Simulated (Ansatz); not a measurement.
C$_{3}$H$_{9}$FOSn (`CC(C)[O][SnH2][F]`), relaxed with RKS PBE0-D4/def2-TZVP in the Gaussian-basis code of Ansatz from a GFN2-xTB geometry. The force threshold is 0.005 eV/Å; the program also tests the step.

Charge 0, multiplicity 1. Sn takes the def2 core potential.

Start:

```xyz
15

C    -0.546    1.335    0.576
C     0.331    0.442   -0.291
C     1.797    0.845   -0.197
O     0.262   -0.908    0.124
Sn   -1.202   -2.162    0.019
F    -1.725   -2.131   -1.853
H    -0.260    1.228    1.620
H    -1.593    1.045    0.467
H    -0.437    2.373    0.278
H     0.003    0.524   -1.337
H     2.398    0.185   -0.815
H     1.925    1.869   -0.537
H     2.135    0.760    0.833
H    -2.662   -1.806    0.792
H    -0.427   -3.600    0.321
```

```json
{"step": "1", "energy (eV)": "-13849.0382", "largest force (eV/Å)": "0.568", "largest move (Å)": "0.000"}
{"step": "2", "energy (eV)": "-13849.0781", "largest force (eV/Å)": "0.231", "largest move (Å)": "0.132"}
{"step": "3", "energy (eV)": "-13849.0885", "largest force (eV/Å)": "0.120", "largest move (Å)": "0.059"}
{"step": "4 (rejected)", "energy (eV)": "-13849.0748", "largest force (eV/Å)": "0.916", "largest move (Å)": "0.072"}
{"step": "5", "energy (eV)": "-13849.0934", "largest force (eV/Å)": "0.034", "largest move (Å)": "0.035"}
{"step": "6", "energy (eV)": "-13849.0955", "largest force (eV/Å)": "0.039", "largest move (Å)": "0.060"}
{"step": "7", "energy (eV)": "-13849.0960", "largest force (eV/Å)": "0.056", "largest move (Å)": "0.037"}
{"step": "8", "energy (eV)": "-13849.0965", "largest force (eV/Å)": "0.026", "largest move (Å)": "0.015"}
{"step": "9", "energy (eV)": "-13849.0967", "largest force (eV/Å)": "0.009", "largest move (Å)": "0.016"}
{"step": "10", "energy (eV)": "-13849.0968", "largest force (eV/Å)": "0.008", "largest move (Å)": "0.016"}
{"step": "11", "energy (eV)": "-13849.0968", "largest force (eV/Å)": "0.005", "largest move (Å)": "0.009"}
{"step": "12", "energy (eV)": "-13849.0969", "largest force (eV/Å)": "0.006", "largest move (Å)": "0.007"}
{"step": "13", "energy (eV)": "-13849.0969", "largest force (eV/Å)": "0.007", "largest move (Å)": "0.009"}
{"step": "14", "energy (eV)": "-13849.0969", "largest force (eV/Å)": "0.013", "largest move (Å)": "0.033"}
{"step": "15", "energy (eV)": "-13849.0970", "largest force (eV/Å)": "0.022", "largest move (Å)": "0.046"}
{"step": "16", "energy (eV)": "-13849.0970", "largest force (eV/Å)": "0.018", "largest move (Å)": "0.006"}
{"step": "17 (rejected)", "energy (eV)": "-13849.0970", "largest force (eV/Å)": "0.029", "largest move (Å)": "0.008"}
{"step": "18", "energy (eV)": "-13849.0971", "largest force (eV/Å)": "0.005", "largest move (Å)": "0.004"}
{"step": "19", "energy (eV)": "-13849.0971", "largest force (eV/Å)": "0.011", "largest move (Å)": "0.043"}
{"step": "20", "energy (eV)": "-13849.0972", "largest force (eV/Å)": "0.013", "largest move (Å)": "0.027"}
{"step": "21", "energy (eV)": "-13849.0972", "largest force (eV/Å)": "0.012", "largest move (Å)": "0.027"}
{"step": "22", "energy (eV)": "-13849.0972", "largest force (eV/Å)": "0.010", "largest move (Å)": "0.028"}
{"step": "23", "energy (eV)": "-13849.0972", "largest force (eV/Å)": "0.007", "largest move (Å)": "0.022"}
{"step": "24", "energy (eV)": "-13849.0972", "largest force (eV/Å)": "0.006", "largest move (Å)": "0.014"}
{"step": "25", "energy (eV)": "-13849.0972", "largest force (eV/Å)": "0.005", "largest move (Å)": "0.011"}
{"step": "26", "energy (eV)": "-13849.0973", "largest force (eV/Å)": "0.004", "largest move (Å)": "0.018"}
{"step": "27", "energy (eV)": "-13849.0973", "largest force (eV/Å)": "0.005", "largest move (Å)": "0.013"}
```

End:

```xyz
15

C    -0.532    1.298    0.672
C     0.310    0.406   -0.220
C     1.754    0.857   -0.270
O     0.309   -0.935    0.259
Sn   -1.178   -2.147   -0.050
F    -1.367   -2.178   -1.964
H    -0.146    1.277    1.695
H    -1.576    0.971    0.694
H    -0.517    2.331    0.316
H    -0.097    0.435   -1.241
H     2.336    0.198   -0.916
H     1.829    1.877   -0.655
H     2.190    0.830    0.732
H    -2.670   -1.543    0.504
H    -0.645   -3.677    0.443
```

It took 69 s on 2 threads of an AMD EPYC 7R13 on a shared host and a share of an NVIDIA H100 80 GB, with 0.92 GiB of host memory at the peak.
